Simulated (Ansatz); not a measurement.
CH$_{4}$AlBO. The species carries charge 0 and has multiplicity 1. The bonds changed during the relaxation, so this is another structure than the one it started from.

```xyz
8

B    -0.5555    0.4864   -0.4763
C     0.3100    1.5432    0.0717
O     1.0078    2.3109    0.5396
Al    0.2230   -1.2938    0.3803
H    -0.2881    0.3036   -1.6413
H    -1.7066    0.6483   -0.1738
H     1.6905   -1.4005    0.9872
H    -0.6811   -2.5980    0.3126
```

Problem. What are the harmonic wavenumbers in cm⁻¹ at PBE0-D4/def2-TZVP (Ansatz, finite differences of forces, unscaled)? (An estimate is asked.)

Solution. Ansatz gave: 63, 101, 253, 381, 404, 475, 602, 617, 731, 781, 872, 938, 1101, 1899, 1917, 2186, 2508, 2598.

Problem. Is this a minimum?

Solution. Yes, all 18 modes are real.

Problem. Give the ideal-gas thermochemistry at 298.15 K and 1 bar (rigid rotor, harmonic oscillator; point group C1, symmetry number 1).

Solution. Zero-point energy 110.2 kJ/mol; H(298) − E = 129.4 kJ/mol; entropy 326.2 J/(mol·K), of which translation 161.8, rotation 106.1, vibration 58.2; G(298) − E = 32.1 kJ/mol. Modes under 100 cm⁻¹ are hindered rotations or soft bends, so the harmonic entropy is rough.

Problem. Rotational constants (cm⁻¹)?

Solution. 0.5384, 0.09905, 0.08575.
